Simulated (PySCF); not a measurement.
C2H2F, multiplicity 2. Atoms are numbered in the order given.

```xyz
5

C     -0.1191    -1.1975     0.0000
C      0.4279    -0.0072     0.0000
F     -0.1285     1.1799     0.0000
H     -1.1996    -1.3118     0.0000
H      0.5029    -2.0794     0.0000
```
Charge 0, spin multiplicity 2.

The structure is a stationary point at B3LYP-D3(BJ)/def2-TZVP. The isomer is the one that the SMILES or the coordinates give; other isomers of the formula were not compared.

These are PBE/def2-TZVPD in PySCF values and carry that method's errors.

The molecule is in vacuum.

```
Item                                                                                                             Value
---------------------------------------------------------------------------------------------  -----------------------
total energy                                                                                        -177.01998 hartree
point group                                                                                                         Cs
α spin, highest occupied and lowest empty level                                                     -6.16 and -0.92 eV
β spin, highest occupied and lowest empty level                                                     -6.65 and -3.74 eV
dipole moment                                                                                                   0.98 D
quadrupole, principal values (traceless, Buckingham form, about the centre of nuclear charge)    -2.10, 0.44, 1.66 D·Å
mean static polarisability                                                                        28.2 bohr³ (4.18 Å³)
polarisability, principal values                                                                22.4, 25.7, 36.5 bohr³
⟨S²⟩                                                                                           0.758 (pure state 0.75)
```
